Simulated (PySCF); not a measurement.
C₈H₇F₃, SMILES Cc1cccc(C(F)(F)F)c1, GFN2-xTB optimised geometry.

```
18

C     -1.93    -1.97    -0.02
C     -1.18    -0.68     0.00
C     -1.85     0.54     0.00
C     -1.15     1.74     0.01
C      0.24     1.74     0.01
C      0.90     0.52     0.00
C      2.40     0.47     0.03
F      2.88     0.12     1.24
F      2.98     1.64    -0.28
F      2.91    -0.43    -0.84
C      0.21    -0.68     0.00
H     -2.98    -1.82     0.23
H     -1.87    -2.42    -1.01
H     -1.50    -2.67     0.69
H     -2.93     0.56     0.00
H     -1.68     2.67     0.01
H      0.79     2.66     0.01
H      0.75    -1.61     0.00
```

Density from B3LYP/def2-SVP run with PySCF at that geometry.

Minimum of the electron density along straight lines between bonded atoms, close to the bond critical point (lines longer than 1.1 times the sum of covalent radii, or with two minima, are not listed):

```json
[
 {"bond": "C1–C2", "length / Å": "1.496", "ρ at the minimum / e bohr⁻³": "0.258", "∇²ρ there / e bohr⁻⁵": "___", "position (fraction from the first atom)": "0.49"},
 {"bond": "C2–C3", "length / Å": "1.390", "ρ at the minimum / e bohr⁻³": "0.312", "∇²ρ there / e bohr⁻⁵": "-0.80", "position (fraction from the first atom)": "0.50"},
 {"bond": "C3–C4", "length / Å": "1.384", "ρ at the minimum / e bohr⁻³": "0.315", "∇²ρ there / e bohr⁻⁵": "-0.82", "position (fraction from the first atom)": "0.50"},
 {"bond": "C4–C5", "length / Å": "1.383", "ρ at the minimum / e bohr⁻³": "0.315", "∇²ρ there / e bohr⁻⁵": "-0.82", "position (fraction from the first atom)": "0.50"},
 {"bond": "C5–C6", "length / Å": "1.388", "ρ at the minimum / e bohr⁻³": "0.311", "∇²ρ there / e bohr⁻⁵": "-0.79", "position (fraction from the first atom)": "0.49"},
 {"bond": "C6–C7", "length / Å": "1.501", "ρ at the minimum / e bohr⁻³": "0.272", "∇²ρ there / e bohr⁻⁵": "-0.71", "position (fraction from the first atom)": "0.46"},
 {"bond": "C7–F8", "length / Å": "1.349", "ρ at the minimum / e bohr⁻³": "0.271", "∇²ρ there / e bohr⁻⁵": "-0.28", "position (fraction from the first atom)": "0.34"},
 {"bond": "C7–F9", "length / Å": "1.340", "ρ at the minimum / e bohr⁻³": "0.275", "∇²ρ there / e bohr⁻⁵": "___", "position (fraction from the first atom)": "0.34"},
 {"bond": "C7–F10", "length / Å": "1.345", "ρ at the minimum / e bohr⁻³": "0.273", "∇²ρ there / e bohr⁻⁵": "___", "position (fraction from the first atom)": "0.34"},
 {"bond": "C2–C11", "length / Å": "1.389", "ρ at the minimum / e bohr⁻³": "0.312", "∇²ρ there / e bohr⁻⁵": "-0.80", "position (fraction from the first atom)": "0.50"},
 {"bond": "C6–C11", "length / Å": "1.387", "ρ at the minimum / e bohr⁻³": "0.311", "∇²ρ there / e bohr⁻⁵": "-0.79", "position (fraction from the first atom)": "0.51"},
 {"bond": "C1–H12", "length / Å": "1.087", "ρ at the minimum / e bohr⁻³": "0.278", "∇²ρ there / e bohr⁻⁵": "-1.03", "position (fraction from the first atom)": "0.63"},
 {"bond": "C1–H13", "length / Å": "1.090", "ρ at the minimum / e bohr⁻³": "0.275", "∇²ρ there / e bohr⁻⁵": "-1.01", "position (fraction from the first atom)": "0.63"},
 {"bond": "C1–H14", "length / Å": "1.088", "ρ at the minimum / e bohr⁻³": "0.277", "∇²ρ there / e bohr⁻⁵": "-1.02", "position (fraction from the first atom)": "0.63"},
 {"bond": "C3–H15", "length / Å": "1.080", "ρ at the minimum / e bohr⁻³": "0.284", "∇²ρ there / e bohr⁻⁵": "-1.08", "position (fraction from the first atom)": "0.63"},
 {"bond": "C4–H16", "length / Å": "1.079", "ρ at the minimum / e bohr⁻³": "0.285", "∇²ρ there / e bohr⁻⁵": "-1.09", "position (fraction from the first atom)": "0.63"},
 {"bond": "C5–H17", "length / Å": "1.079", "ρ at the minimum / e bohr⁻³": "0.286", "∇²ρ there / e bohr⁻⁵": "-1.11", "position (fraction from the first atom)": "0.64"},
 {"bond": "C11–H18", "length / Å": "1.080", "ρ at the minimum / e bohr⁻³": "0.285", "∇²ρ there / e bohr⁻⁵": "-1.09", "position (fraction from the first atom)": "0.63"}
]
```

Question: Complete the blanks.

Answer: 
- C1–C2, ∇²ρ there / e bohr⁻⁵: -0.62
- C7–F9, ∇²ρ there / e bohr⁻⁵: -0.22
- C7–F10, ∇²ρ there / e bohr⁻⁵: -0.25
